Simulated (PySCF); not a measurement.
## Electron correlation in Tb⁺ (terbium, charge +1)

Starting occupation: [Xe] 4f9 5d1, 4f5/2 with m_j = +3/2, +5/2, 4f7/2 with m_j = -5/2, -3/2, -1/2, +1/2, +3/2, +5/2, +7/2, 5d5/2 with m_j = +5/2. Calculation: PySCF 2.14, in x2c-TZVPall-2c (11s11p10d4f1g, 131 functions); X2C-1e with screened-nucleus spin-orbit coupling, Gaussian nucleus. Frozen: [Ar] 3d10; 36 electrons correlated; the 18 highest virtual spinors left out.

MP2 pair energies summed by pair of shells (mhartree):

```csv
pair,energy,share (%)
4f-4f,-189.94,16.3
4d-4f,-177.99,15.3
4d-4d,-130.09,11.2
4f-5p,-124.91,10.7
5p-5p,-112.19,9.6
4d-4p,-76.23,6.5
4d-5p,-74.58,6.4
4f-4p,-56.44,4.8
5p-5s,-33.09,2.8
4f-5s,-30.51,2.6
5d-5p,-22.47,1.9
4d-5s,-22.37,1.9
4d-4s,-21.18,1.8
4p-4p,-20.96,1.8
4f-4s,-14.08,1.2
4p-5p,-12.19,1.0
4f-5d,-10.91,0.9
4p-4s,-10.76,0.9
4p-5s,-6.31,0.5
5s-5s,-5.95,0.5
4d-5d,-3.13,0.3
5d-5s,-2.85,0.2
4s-5p,-2.09,0.2
4s-4s,-1.84,0.2
4s-5s,-0.97,0.1
4p-5d,-0.38,0.0
4s-5d,-0.08,0.0
```

Total MP2 correlation energy: -1164.5 mhartree.

The GHF reference relaxed away from the jj start to a determinant that is no pure jj level (⟨S²⟩ = 11.84, ⟨J²⟩ = 110.03); the energies belong to that determinant.

This basis was not built for core-valence correlation, so the inner-shell part is incomplete.
